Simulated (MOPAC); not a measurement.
Job for MOPAC: PM6 on GaRu, 2S+1 = 4, a spin state set in the input, which need not be the lowest, a point of a bond scan (R = 2.604 Å).

```
PM6 1SCF PRECISE CHARGE=0 UHF MS=1.5 THREADS=1
GaRu

Ru     0.00000000 1     0.00000000 1     0.00000000 1
Ga     0.00000000 1     0.00000000 1     2.60381500 1
```

The log:

```
*******************************************************************************
 **                                                                           **
 **                              MOPAC v23.2.5                                **
 **                                                                           **
 *******************************************************************************
 ** MOPAC's Digital Object Identifier: https://doi.org/10.5281/zenodo.6511958 **
 **                                                                           **
 ** Please cite the open-source release paper for use of this MOPAC version:  **
 ** J. E. Moussa and J. J. P. Stewart (2026)                                  **
 ** MOPAC: An open-source semiempirical molecular orbital program             **
 ** J. Open Source Softw., 11(119), 8025, https://doi.org/10.21105/joss.08025 **
 *******************************************************************************

                              PM6 CALCULATION RESULTS

 *******************************************************************************
 *  PM6        - The PM6 Hamiltonian to be used
 *  UHF        - UNRESTRICTED HARTREE-FOCK CALCULATION
 *
 *
 *
 *                 CHARGE ON SYSTEM = 0
 *
 *
 *
 *  MS=        - IN MECI, MAGNETIC COMPONENT OF SPIN =  1.5
 *  PRECISE    - TIGHTER CRITERIA TO BE USED
 *  1SCF       - DO 1 SCF AND THEN STOP
 *  THREADS=1  - MULTI-THREADING NOT USED
 *  T=         - A TIME OF 172800.0 SECONDS REQUESTED
 *  DUMP=N     - RESTART FILE WRITTEN EVERY 7200.0 SECONDS REQUESTED
 *******************************************************************************
PM6 1SCF PRECISE CHARGE=0 UHF MS=1.5 THREADS=1
 GaRu

   ATOM   CHEMICAL          X               Y               Z
  NUMBER   SYMBOL      (ANGSTROMS)     (ANGSTROMS)     (ANGSTROMS)

     1      Ru          0.00000000  *   0.00000000  *   0.00000000  *
     2      Ga          0.00000000  *   0.00000000  *   2.60381500  *



          CARTESIAN COORDINATES

    NO.       ATOM           X           Y           Z

     1        Ru          0.0000      0.0000      0.0000
     2        Ga          0.0000      0.0000      2.6038

 General Reference for PM6:
 "Optimization of Parameters for Semiempirical Methods V: Modification of NDDO Approximations
 and Application to 70 Elements", J. J. P. Stewart, J. Mol. Mod., 13, 1173-1213 (2007)
 URL: https://link.springer.com/article/10.1007/s00894-007-0233-4

           Empirical Formula: Ru Ga  =     2 atoms



      MOLECULAR POINT GROUP   :   C*v


          UHF CALCULATION, NO. OF ALPHA ELECTRONS =    7
                           NO. OF BETA  ELECTRONS =    4

 -------------------------------------------------------------------------------
 PM6 1SCF PRECISE CHARGE=0 UHF MS=1.5 THREADS=1
 GaRu



     1SCF WAS SPECIFIED, SO BFGS WAS NOT USED
     SCF FIELD WAS ACHIEVED


                              PM6 CALCULATION
                                                       MOPAC v23.2.5 Linux




          FINAL HEAT OF FORMATION =        166.63688 KCAL/MOL =     697.20870 KJ/MOL


          COSMO AREA              =        110.13 SQUARE ANGSTROMS
          COSMO VOLUME            =        100.85 CUBIC ANGSTROMS

          IONIZATION POTENTIAL    =          8.055726 EV
          ALPHA SOMO LUMO (EV)    =         -8.542 -0.408
          BETA  SOMO LUMO (EV)    =         -8.056 -3.949
          NO. OF ALPHA ELECTRONS  =          7
          NO. OF BETA  ELECTRONS  =          4
          MOLECULAR WEIGHT        =        170.8050         POINT GROUP:  C*v

          MOLECULAR DIMENSIONS (Angstroms)

            Atom       Atom       Distance
           Ga     2   Ru     1     2.60381
           Ga     2   Ru     1     0.00000
           Ru     1   Ga     2     0.00000


          SCF CALCULATIONS        =          1





   ATOM   CHEMICAL          X               Y               Z
  NUMBER   SYMBOL      (ANGSTROMS)     (ANGSTROMS)     (ANGSTROMS)

     1      Ru          0.00000000  *   0.00000000  *   0.00000000  *
     2      Ga          0.00000000  *   0.00000000  *   2.60381500  *

                             CARTESIAN COORDINATES

   1   Ru        0.000000000     0.000000000     0.000000000
   2   Ga        0.000000000     0.000000000     2.603815000


           Empirical Formula: Ru Ga  =     2 atoms



      MOLECULAR POINT GROUP   :   C*v


          ALPHA EIGENVALUES
 -16.06234  -9.76740  -9.48168  -9.48168  -8.91420  -8.91420  -8.54161  -0.40754
  -0.40754   0.38879   0.43429   0.43429   1.46398


           BETA EIGENVALUES
 -15.69476  -8.23304  -8.05573  -8.05573  -3.94884  -3.94884  -2.76315  -0.42004
  -0.42004   0.45334   0.46392   0.46392   2.19658


              NET ATOMIC CHARGES AND DIPOLE CONTRIBUTIONS

  ATOM NO.   TYPE          CHARGE      No. of ELECS.   s-Pop       p-Pop       d-Pop
    1         Ru          -0.258758        8.2588     0.91952     0.00925     7.32998
    2         Ga           0.258758        2.7412     1.87759     0.86365
 DIPOLE           X         Y         Z       TOTAL
 POINT-CHG.     0.000     0.000     3.236     3.236
 HYBRID         0.000     0.000    -1.785     1.785
 SUM            0.000     0.000     1.451     1.451


          ATOMIC ORBITAL ELECTRON POPULATIONS

     Atom    s        px        py        pz      x^2-y^2     xz        z^2       yz        xy
    1 Ru   0.91952   0.00057   0.00057   0.00811   1.00000   1.95342   1.42314   1.95342   1.00000
    2 Ga   1.87759   0.04601   0.04601   0.77164


                    (SZ)    =    1.500000
                    (S**2)  =    3.760235


          ATOMIC ORBITAL SPIN POPULATIONS

    Atom   Total    s     px     py     pz   x^2-y^2  xz     z^2    yz     xy
         Atomic
    1 Ru  2.8618  0.446 -0.000 -0.000  0.000  1.000  0.010  0.396  0.010  1.000
    2 Ga  0.1382  0.003 -0.010 -0.010  0.155

 **********************
 *                    *
 * JOB ENDED NORMALLY *
 *                    *
 **********************




 == MOPAC DONE ==
```

The run finished.

Cost: around 0.020 core-seconds (rough).
